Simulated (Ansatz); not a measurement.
Total energies of Ca₆O₈H₄ from Ansatz at PBE-D4/def2-SVP, gas phase (1 Eh = 27.2114 eV = 2625.5 kJ/mol). The reference geometry is relaxed at r2SCAN-D4/def2-SVP.

```xyz
18

Ca    0.421    1.155   -1.219
Ca    0.152   -2.191   -0.479
Ca    2.918   -0.782   -0.988
Ca    0.122    0.901    1.808
Ca    0.977   -1.179   -3.390
Ca   -2.528   -0.513   -0.954
O    -0.093    0.668    3.834
O    -2.052   -2.271    0.232
O     0.623    2.675    0.459
O    -1.694    1.171    0.115
O     1.176   -0.411    0.320
O    -0.777   -0.752   -2.095
O     1.820   -2.423   -1.863
O     2.045    0.445   -2.519
H    -2.403   -2.652    1.045
H    -0.163    0.576    4.787
H     1.157    3.463    0.607
H    -1.702    2.121    0.301
```

| state | geometry | energy (Eh) |
| --- | --- | --- |
| charge 0 singlet | reference | -4667.75130 |
| charge 1 doublet | reference | -4667.52239 |
| charge -1 doublet | reference | -4667.77047 |
| free Ca atom (singlet) | – | -677.24211 |
| free O atom (triplet) | – | -74.91467 |
| free H atom (doublet) | – | -0.49863 |

**Question.** Work out the vertical ionisation energy to the doublet.

**Answer.** E(charge 1 doublet) − E(charge 0 singlet) = -4667.52239 − (-4667.75130) = 0.22891 Eh = 6.23 eV. For comparison, −ε of the highest occupied level is 3.97 eV at this level, 2.26 eV less.

**Question.** Work out the vertical electron affinity, to the doublet.

**Answer.** E(charge 0 singlet) − E(charge -1 doublet) = -4667.75130 − (-4667.77047) = 0.01917 Eh = 0.52 eV. The basis lacks diffuse functions, which makes affinities too small.

**Question.** Give the fundamental gap IE − EA, the Mulliken electronegativity (IE + EA)/2 and the hardness (IE − EA)/2.

**Answer.** From the values in Eh: IE − EA = 0.22891 − 0.01917 = 0.20974 Eh = 5.71 eV; (IE + EA)/2 = 3.38 eV; (IE − EA)/2 = 2.85 eV. The HOMO–LUMO gap of the same run is 2.29 eV, 3.42 eV smaller than the fundamental gap.

**Question.** What is the binding energy per atom against free atoms?

**Answer.** Atoms: 6 × (-677.24211) + 8 × (-74.91467) + 4 × (-0.49863) = -4664.76454 Eh. Binding: -4664.76454 − (-4667.75130) = 2.98676 Eh = 81.27 eV, or 4.52 eV for each of 18 atoms (no zero-point energy, no counterpoise term).

At PBE-D4/def2-SVP the gap within one spin of the charge 1 doublet nearly closes, so an electron or hole may be smeared out by delocalisation error. At PBE-D4/def2-SVP the highest occupied level of the charge -1 doublet lies above zero (up to 0.73 eV). By energy differences its removal costs 0.52 eV (vertical, to the charge 0 singlet, at PBE-D4/def2-SVP); self-interaction error and the lack of diffuse functions both raise the level.
